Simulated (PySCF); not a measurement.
# One molecule, several mistakes: AlFH3OSi cation

All numbers below are calculated, not measured. They come from PySCF 2.14.0, an open-source quantum chemistry program, on an isolated molecule that a program drew, which may never have been made. The molecule is AlFH3OSi cation (charge +1, singlet), drawn as the SMILES string `[F][AlH][O][SiH2+]`.

Each row is a Hartree-Fock (HF) and frozen-core CCSD(T) single point in the cc-pV(D+d)Z basis, meant for a local HF minimum. Run 1 is clean. Each other run has one planted mistake out of seven kinds, and not every kind appears here: one electron removed, one electron added, multiplicity raised by two, geometry at a saddle point, minimal basis STO-3G, one bond length entered in bohr, all coordinates scaled. The reference is restricted for singlets and unrestricted otherwise, and also for a bond in bohr. Adding or removing an electron swaps singlet and doublet. Electrons count all cores. HOMO and LUMO are orbital energies over both spins, the gradient is its largest component, and the lowest frequency (negative if imaginary) is given only where the gradient is small. Bond lengths are over the 6 bonds as drawn. T1 is the CCSD diagnostic: over 0.02 (restricted) or 0.045 (unrestricted) a single reference is doubtful.

Geometry of the clean run:
```xyz
7
AlFH3OSi cation, angstrom
F    -0.0261    2.9270   -5.0438
Al   -0.6376    2.5156   -3.5887
O     0.3197    1.1883   -2.9309
Si    1.2875    0.0399   -2.5541
H    -1.8220    3.0625   -2.7714
H     0.9529   -1.3255   -2.9354
H     2.5014    0.3486   -1.8105
```

```
run,electrons,basis functions,<S^2>,HOMO (eV),LUMO (eV),gradient (hartree/bohr),lowest frequency (cm^-1),mean bond (Å),longest bond (Å),T1,HF (hartree),CCSD(T) (hartree),mistake
1,46,89,0.000,-17.80,-4.84,2.1e-05,75,1.5660,1.764,0.0168,-706.80463,-707.34985,no fault
2,46,89,2.020,-12.74,-8.77,1.4e-01,-,1.5660,1.764,0.0741,-706.60518,-707.14116,multiplicity raised by two
3,47,89,0.769,-6.24,1.65,7.7e-02,-,1.5660,1.764,0.0154,-707.00724,-707.56358,?
4,46,89,0.000,-17.79,-4.91,3.7e-05,-77,1.5669,1.767,0.0164,-706.80345,-707.34832,?
```

**Which mistake was planted in run 3, and what did it cost?**

It counts 47 electrons, one more than the clean run, at the same geometry and basis. So the mistake is: one electron added. Subtracting run 1 and multiplying by 627.51 kcal/mol a hartree, the energy moved by -127.1 kcal/mol in HF and -134.1 kcal/mol in CCSD(T).

**Which mistake was planted in run 4, and what did it cost?**

The gradient is small, so the point is stationary, but the lowest frequency is imaginary (-77 cm^-1). So the mistake is: geometry at a saddle point. Subtracting run 1 and multiplying by 627.51 kcal/mol a hartree, the energy moved by 0.7 kcal/mol in HF and 1.0 kcal/mol in CCSD(T).

Cautions from the logs. Run 2: T1 is over the limit, so its CCSD(T) energy is less reliable.
